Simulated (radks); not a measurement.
Isoelectronic series with 13 electrons, each ion in its NIST ground configuration. All-electron calculation, scalar-relativistic Kohn-Sham, r2SCAN, spin-unpolarised, spherical densities, finite nucleus; meta-GGA in the generalised Kohn-Sham scheme; Fermi nuclear charge, rms radius of each element as measured or else 0.836 A^(1/3) + 0.57 fm. Program: a radial shooting solver on a logarithmic mesh with Libxc functionals. Total energies (hartree) and mean radii <r> (bohr):

| ion | configuration | E (hartree) | 3p | 3s |
|---|---|---|---|---|
| Al | [Ne] 3s2 3p1 | -242.78168 | 3.393 | 2.580 |
| P2+ | [Ne] 3s2 3p1 | -340.95508 | 1.967 | 1.757 |
| Cl4+ | [Ne] 3s2 3p1 | -456.79012 | 1.448 | 1.359 |
| K6+ | [Ne] 3s2 3p1 | -590.30249 | 1.157 | 1.116 |
| Sc8+ | [Ne] 3s2 3p1 | -741.55146 | 0.9673 | 0.9494 |
| V10+ | [Ne] 3s2 3p1 | -910.61813 | 0.8325 | 0.8270 |
| Mn12+ | [Ne] 3s2 3p1 | -1097.59913 | 0.7314 | 0.7331 |
| Co14+ | [Ne] 3s2 3p1 | -1302.60495 | 0.6524 | 0.6584 |
| Cu16+ | [Ne] 3s2 3p1 | -1525.75885 | 0.5890 | 0.5976 |
| Ga18+ | [Ne] 3s2 3p1 | -1767.19681 | 0.5369 | 0.5469 |
| As20+ | [Ne] 3s2 3p1 | -2027.06791 | 0.4932 | 0.5041 |
| Br22+ | [Ne] 3s2 3p1 | -2305.53448 | 0.4561 | 0.4674 |
